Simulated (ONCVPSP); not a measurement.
## u(r) = r·R(r): atom against pseudo-atom (C)

Columns: radius, all-electron u(r) and pseudo u(r) of the 2p shell (level -5.29 eV) of carbon in the configuration [He] 2s2 2p2; PBE, scalar-relativistic, ONCV scheme, ONCVPSP 4.0.1.

```
r (bohr)  all-electron  pseudo
   0.103        0.0498  0.0178
   0.205        0.1503  0.0683
   0.308        0.2632  0.1470
   0.410        0.3685  0.2439
   0.513        0.4608  0.3513
   0.615        0.5361  0.4572
   0.718        0.5970  0.5551
   0.820        0.6430  0.6362
   0.923        0.6758  0.6980
   1.025        0.6964  0.7373
   1.128        0.7068  0.7560
   1.230        0.7086  0.7564
   1.332        0.7036  0.7433
   1.435        0.6930  0.7213
   1.538        0.6780  0.6952
   1.640        0.6600  0.6685
   1.743        0.6394  0.6425
   1.845        0.6173  0.6180
   1.948        0.5938  0.5939
   2.050        0.5699  0.5699
   2.153        0.5455  0.5455
   2.255        0.5213  0.5213
   2.358        0.4971  0.4971
   2.460        0.4735  0.4735
   2.562        0.4505  0.4505
   2.665        0.4280  0.4280
```

**Question.** How many radial nodes do the two functions have?

**Answer.** The all-electron 2p function has n − l − 1 = 0; the pseudo-wave has 0.

**Question.** At about which radius was the pseudo-wave matched?

**Answer.** 2.05 bohr, where the columns begin to agree (steps of 0.10 bohr).

**Question.** Is the pseudo-wave norm-conserving?

**Answer.** Yes: the ONCV scheme keeps the norm inside the radius equal to the all-electron one, which fixes the energy derivative of the logarithmic derivative at the level.
